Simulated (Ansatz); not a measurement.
Process, species as SMILES: CCCCCCO -> [CH2]CCCCCO + H atom (the C-H bond at the site shown breaks; other sites are not compared here)
Structures are relaxed separately at B3LYP-D3(BJ)/def2-TZVP in Ansatz (a program for electronic structure), one conformer each, not searched for the lowest.

Wanted: bond dissociation energy (electronic energy difference), in eV. Correlated levels leave the core frozen unless marked. UHF or UKS for open shells. Spin-orbit coupling is left out. No relativistic terms. Basis-set limits of correlation are two-point, X^-3; Hartree-Fock from the larger set. [CCSD(T)-MP2]/basis is that difference in the basis named.

RI-MP2/CBS(cc-pVTZ,cc-pVQZ)+[CCSD(T)-MP2]/cc-pVTZ (Ansatz) gives 4.76 eV.

Another calculation gave 4.48 eV. Which level was it?
(A) SVWN5/def2-TZVPD (Ansatz)
(B) r2SCANh/def2-TZVPD (Ansatz)
(C) PBE-QIDH/def2-TZVPD (Ansatz)
(D) wB97M-V/def2-TZVPD (Ansatz)

B, r2SCANh/def2-TZVPD (Ansatz). The others give 4.59 (PBE-QIDH), 4.71 (wB97M-V), 5.07 (SVWN5) eV.
